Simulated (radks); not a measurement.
The mean radii <r> (bohr) of the occupied orbitals of an atom or ion are listed with their occupations. Calculated with a radial shooting solver on a logarithmic mesh with Libxc functionals: scalar-relativistic Kohn-Sham, LB94 model potential, spin-polarised, spherical densities, finite nucleus; Fermi nuclear charge, rms radius of each element as measured or else 0.836 A^(1/3) + 0.57 fm.

| orbital | occ. | <r> |
|---|---|---|
| 1s down | 1 | 0.03337 |
| 1s up | 1 | 0.03337 |
| 2s up | 1 | 0.1432 |
| 2s down | 1 | 0.1433 |
| 2p up | 3 | 0.1245 |
| 2p down | 3 | 0.1245 |
| 3s up | 1 | 0.3506 |
| 3s down | 1 | 0.3501 |
| 3p up | 1 | 0.3391 |

Name the element and its charge. Open shells, if any, are filled with parallel spins first.

Answer. Z = 44, ruthenium, charge +31: Ru31+ in [Ne] 3s2 3p1. The 1s radius gives Z: for a bare nucleus <r> = (2 gamma + 1)/(2Z) with gamma = sqrt(1 - (Z/c)^2), 0.03289 bohr for Z = 44, and screening makes it slightly larger (0.03337 here). The occupations add up to 13, and the charge is Z minus that.
